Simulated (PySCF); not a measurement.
The dipole of `O=C(C(F)(F)F)C(F)(F)F` from its density and from atomic charges.

Coordinates (PBE0-D3(BJ)/def2-SVP, Å) and charges (e) from the PBE0/pcSseg-1 density (PySCF):

```
atom       x       y       z  Mulliken      IAO  Hirshfeld  ESP-fitted
  O1   1.663   0.149   0.836   -0.2590  -0.2926    -0.1624     -0.3246
  C2   0.606   0.048   0.298   +0.0380  +0.2918    +0.1216     +0.2597
  C3   0.475   0.033  -1.243   +0.8417  +0.7747    +0.2499     +0.6291
  F4   1.597   0.446  -1.797   -0.2344  -0.2484    -0.0686     -0.1818
  F5   0.217  -1.204  -1.654   -0.2483  -0.2605    -0.0805     -0.1987
  F6  -0.520   0.827  -1.626   -0.2493  -0.2652    -0.0801     -0.2132
  C7  -0.706  -0.058   1.110   +0.8429  +0.7748    +0.2498     +0.6047
  F8  -1.281   1.139   1.163   -0.2482  -0.2602    -0.0801     -0.1918
  F9  -0.445  -0.467   2.336   -0.2355  -0.2492    -0.0695     -0.1754
 F10  -1.550  -0.909   0.536   -0.2480  -0.2650    -0.0800     -0.2081
```

Q: Compute μ = Σ q r for each scheme (1 e·Å = 4.803 D) and compare with the dipole of the full density.

A: The full density gives (-0.45, -0.07, -0.25) D, 0.52 D in size; dipole vectors point from the negative to the positive end.

| scheme | μx | μy | μz | size (D) | share of the full size (%) | angle to the full dipole (°) |
| --- | --- | --- | --- | --- | --- | --- |
| Mulliken | -0.45 | -0.08 | -0.24 | 0.52 | 100 | 1 |
| IAO | 0.25 | -0.02 | 0.10 | 0.27 | 52 | 166 |
| Hirshfeld | -0.39 | -0.05 | -0.21 | 0.45 | 87 | 1 |
| ESP-fitted | -0.41 | -0.07 | -0.23 | 0.48 | 92 | 1 |

Q: Which set comes closest?

A: Length of the difference vector: Mulliken 0.01 D, ESP-fitted 0.04 D, Hirshfeld 0.07 D, IAO 0.78 D. Closest: Mulliken. The schemes that divide the density aren't constrained to reproduce the dipole.

Q: What is left for the Hirshfeld atoms' own dipoles?

A: The shares of the density sum to the whole, so what Σ q r misses lies in dipoles about the nuclei. The atomic dipoles sum to (-0.45, -0.07, -0.25) − (-0.39, -0.05, -0.21) = (-0.06, -0.02, -0.04) D, 0.07 D in size.

Q: With the origin at the mean of the coordinates, (0.006, 0.000, -0.004) Å, which are the largest single terms, by size, of the ESP-fitted dipole along the direction of the full one?

A: O1 +2.90, F10 -1.21, F6 -1.15, C2 -0.84, F5 -0.74 D; all 10 atoms together +0.48 D. The single terms depend on the origin, their sum doesn't.

Q: Give the size of the full dipole in other units.

A: 0.52 D = 0.203 au = 0.108 e·Å = 1.72 × 10⁻³⁰ C·m.

Geometry: PBE0-D3(BJ)/def2-SVP; no solvent, vibrations or thermal averaging.

Conformer computed: `[O:1]=[C:2]([C:3]([F:4])([F:5])[F:6])[C:7]([F:8])([F:9])[F:10]`: O1–C2–C3–F4 -14°, O1–C2–C7–F8 99°.
